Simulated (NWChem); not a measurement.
Species: H₃O cation; SMILES [OH3+]

Program: NWChem. The geometry was optimised at B3LYP/6-31G* (spherical d). Vertical excitations in the gas phase.

**Question.** Estimate the computed values for PBE/def2-SVPD, TDA. Quantities: lowest excitation, singlet (eV); oscillator strength of that lowest state; orbital gap (eV).

**Answer.** 
```json
{
  "lowest excitation, singlet (eV)": "10.94",
  "oscillator_strength_of_that_lowest_state": "0.042",
  "orbital gap (eV)": "10.54"
}
```
